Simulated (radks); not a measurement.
Values are calculated unless marked as measured or tabulated.
Task: The table gives one normalised radial function P(r) = r R(r) of Hf2+ in [Xe] 4f14 5d2 (r in bohr). Code: a radial shooting solver on a logarithmic mesh with Libxc functionals. Model: scalar-relativistic Kohn-Sham, PBE, spin-unpolarised, spherical densities, point nucleus; hard spherical wall at 3 bohr.

| r | P |
|---|---|
| 0.000798 | 0.1202 |
| 0.000907 | 0.1328 |
| 0.001039 | 0.1475 |
| 0.001181 | 0.1626 |
| 0.001353 | 0.1799 |
| 0.00155 | 0.1987 |
| 0.001762 | 0.2176 |
| 0.002019 | 0.2391 |
| 0.002294 | 0.2604 |
| 0.002628 | 0.2840 |
| 0.003011 | 0.3084 |
| 0.003422 | 0.3317 |
| 0.003921 | 0.3561 |
| 0.004457 | 0.3783 |
| 0.005106 | 0.3999 |
| 0.00585 | 0.4184 |
| 0.006648 | 0.4315 |
| 0.007617 | 0.4392 |
| 0.008657 | 0.4388 |
| 0.009918 | 0.4279 |
| 0.01136 | 0.4038 |
| 0.01291 | 0.3668 |
| 0.0148 | 0.3101 |
| 0.01682 | 0.2387 |
| 0.01927 | 0.1431 |
| 0.02207 | 0.0276 |
| 0.02509 | -0.0965 |
| 0.02874 | -0.2394 |
| 0.03267 | -0.3761 |
| 0.03743 | -0.5116 |
| 0.04288 | -0.6208 |
| 0.04873 | -0.6826 |
| 0.05583 | -0.6861 |
| 0.06397 | -0.6094 |
| 0.0727 | -0.4556 |
| 0.08329 | -0.2084 |
| 0.09467 | 0.0856 |
| 0.1085 | 0.4259 |
| 0.1243 | 0.7391 |
| 0.1412 | 0.9486 |
| 0.1618 | 1.0184 |
| 0.1839 | 0.8999 |
| 0.2107 | 0.5693 |
| 0.2414 | 0.0660 |
| 0.2743 | -0.4898 |
| 0.3143 | -1.0590 |
| 0.3572 | -1.4744 |
| 0.4093 | -1.7098 |
| 0.4689 | -1.7086 |
| 0.5329 | -1.5234 |
| 0.6106 | -1.2061 |
| 0.6939 | -0.8738 |
| 0.795 | -0.5556 |
| 0.9108 | -0.3138 |
| 1.035 | -0.1633 |
| 1.186 | -0.0715 |
| 1.348 | -0.0286 |
| 1.544 | -0.0092 |
| 1.769 | -0.0025 |
| 2.011 | -0.0006 |
| 2.304 | -0.0001 |
| 2.619 | 0.0000 |
| 3 | 0.0000 |

Which n and l does it have? It may be an empty orbital.

Result: n = 4, l = 0: the number of nodes gives n - l - 1 = 3, the rise at small r (about r^(l+1), flatter next to the nucleus through relativity) gives l, and the extent must fit the shell. The curve is that of 4s. 4s: eigenvalue -520.18 eV, 3 radial nodes at r = 0.0227, 0.0914, 0.245 bohr, <r> = 0.468 bohr, 90 % of the charge inside 0.672 bohr.
